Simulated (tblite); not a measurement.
Compound: C6H9N2 (doublet state).
Atom-mapped SMILES: `[NH2:1][C:2]1=[CH:3][C@@H:4]([NH2:5])[CH:6][CH:7]=[CH:8]1` (hydrogens: H9, H10 on N1; H11 on C3; H12 on C4; H13, H14 on N5; H15 on C6; H16 on C7; H17 on C8)

Computed geometry: GFN2-xTB, gas phase. This method treats the open shell by occupation alone, without spin polarisation.

Task: List the bond lengths, angles and torsions at this level.

Result: 
| bond | length (Å) | order |
| --- | --- | --- |
| N1–C2 | 1.389 | single |
| C2=C3 | 1.368 | double |
| C3–C4 | 1.494 | single |
| C4–N5 | 1.482 | single |
| C4–C6 | 1.491 | single |
| C6–C7 | 1.356 | single |
| C7=C8 | 1.400 | double |
| C2–C8 | 1.411 | single |
| N1–H9, N1–H10 | 1.008 | single |
| C3–H11 | 1.082 | single |
| C4–H12 | 1.105 | single |
| N5–H13, N5–H14 | 1.016 | single |
| C6–H15 | 1.078 | single |
| C7–H16 | 1.081 | single |
| C8–H17 | 1.079 | single |

Bonds in one row agree within 0.01 Å and their mean is given. Orders are formal, as drawn. A selection of angles:
| angle | degrees |
| --- | --- |
| N1–C2–C3 | 121.1 |
| N1–C2–C8 | 119.0 |
| C3–C2–C8 | 119.8 |
| C2–C3–C4 | 123.1 |
| C3–C4–N5 | 112.2 |
| C3–C4–C6 | 112.6 |
| N5–C4–C6 | 108.5 |
| C4–C6–C7 | 122.0 |
| C6–C7–C8 | 121.9 |
| C2–C8–C7 | 120.2 |
| H9–N1–C2 | 115.3 |
| H10–N1–C2 | 115.5 |
| H13–N5–C4 | 108.9 |
| H14–N5–C4 | 109.7 |

Torsions: N1–C2–C3–C4 172° (antiperiplanar); C2–C3–C4–N5 -116° (anticlinal); C3–C4–C6–C7 -5° (synperiplanar); C4–C6–C7–C8 2° (synperiplanar); C6–C7–C8–C2 1° (synperiplanar); N1–C2–C8–C7 -177° (antiperiplanar).

C8 (carbon bonded to 2 C and H) is planar (angles 120.4°, 120.2° and 119.4°, sum 360.0°, 0.00 Å off the plane of its three neighbours). C3 (carbon bonded to 2 C and H) is planar (angles 123.1°, 120.1° and 116.7°, sum 359.8°, 0.03 Å off the plane of its three neighbours). Of the pairs four or more bonds apart, H9···H17 is among the closest relative to their van der Waals radii: 2.38 Å, 99 % of the sum of Bondi's values. N5 (nitrogen bonded to C and 2 H) is pyramidal (angles 109.7°, 108.9° and 107.5°, sum 326.1°, 0.39 Å off the plane of its three neighbours). C2 (carbon bonded to 2 C and N) is planar (angles 121.1°, 119.8° and 119.0°, sum 359.9°, 0.02 Å off the plane of its three neighbours). N1 (nitrogen bonded to C and 2 H) is pyramidal (angles 115.5°, 115.3° and 113.6°, sum 344.4°, 0.26 Å off the plane of its three neighbours). C6 (carbon bonded to 2 C and H) is planar (angles 122.0°, 121.7° and 116.3°, sum 359.9°, 0.02 Å off the plane of its three neighbours).

Point group: C1 (no symmetry element, even within 0.4 Å). Its GFN2-xTB frequencies are all real (lowest 82 cm⁻¹). Torsions: C3–C4–N5–H 63° and -54°. 2 starts were optimised and ended at 0.00 and 0.10 kcal/mol (GFN2-xTB); the lowest of these is shown.

Hardware: an Arm Neoverse V2 with one thread, on a shared host. Cost: 0.3 s of wall time. These figures are those of the optimisation.

One conformer stands for the species.
